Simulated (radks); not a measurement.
C, configuration [He] 2s2 2p2 (the NIST ground configuration).

Calculated with a radial shooting solver on a logarithmic mesh with Libxc functionals: scalar-relativistic Kohn-Sham, PBE, spin-polarised, spherical densities, finite nucleus; open shells are filled with parallel spins first; Fermi nuclear charge, rms radius 2.5582 fm.

Energy parts (Ry):
| part | energy |
|---|---|
| total | -75.62057 |
| kinetic | 75.43346 |
| electron-nucleus | -176.35376 |
| Hartree | 35.57694 |
| exchange-correlation | -10.27721 |

Orbitals (lengths in bohr, moments of r in powers of bohr; r(max) is where P^2 peaks; r(90%) holds 90 % of the orbital's charge):
orbital,occ.,eigenvalue (Ry),<r^4>,r(90%),r(max),<r>
1s up,1,-20.07581,0.02632,0.487,0.1740,0.2710
1s down,1,-20.01624,0.02597,0.485,0.1738,0.2704
2s up,1,-1.07614,16.65,2.48,1.208,1.555
2s down,1,-0.87331,20.03,2.59,1.223,1.607
2p up,2,-0.44800,39.43,3.01,1.191,1.746
2p down,0,-0.26518,67.63,3.42,1.231,1.928

The highest occupied level is 2p up at -6.095 eV. The electron density at the nucleus is 130.4 e/bohr^3 (large components only). Summed over all electrons, <r^2> = 14.21 bohr^2, which gives a Langevin (diamagnetic) susceptibility term of -11.3 x 10^-6 cm^3/mol. The density falls to 0.001 e/bohr^3 at r = 3.64 bohr. The spin density at the nucleus is -0.0215 e/bohr^3 (1s -0.2025, 2s 0.1811). Spin moment in Bohr magnetons: 2.
